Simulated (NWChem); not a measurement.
Total energies of CSi

```xyz
2

Si     0.0000     0.0000     0.5212
C      0.0000     0.0000    -1.2161
```
Charge 0, spin multiplicity 3.

Everything below was run with NWChem. All single points use one geometry, from UPBE/def2-SVP, a minimum by its harmonic frequencies.

Basis set: 6-31G* (32 functions).

```
method                         total energy (Ha)
-----------------------------  -----------------
UHF                                   -326.60513
UMP2                                  -326.72813
UB2PLYP                               -327.18384
UPBE                                  -327.15460
UB3LYP                                -327.36910
ULC-wPBE (omega 0.3 per bohr)         -327.17111
```

Total energies of different functionals aren't comparable as a measure of quality: only differences taken within one method are. 

The correlated methods keep 6 core orbitals frozen. B3LYP has NWChem's definition, with VWN1-RPA local correlation. The Pople sets run with spherical d functions. This spin state was chosen for the runs; another may lie lower. The structure started from a generated list of species. The unpaired electrons of the parent sit in orbitals of symmetry a1 and b1 (C2v labels of the run); other states weren't searched. No SCF solution was tested for a lower state. Open-shell Hartree-Fock references start from PBE0 orbitals.
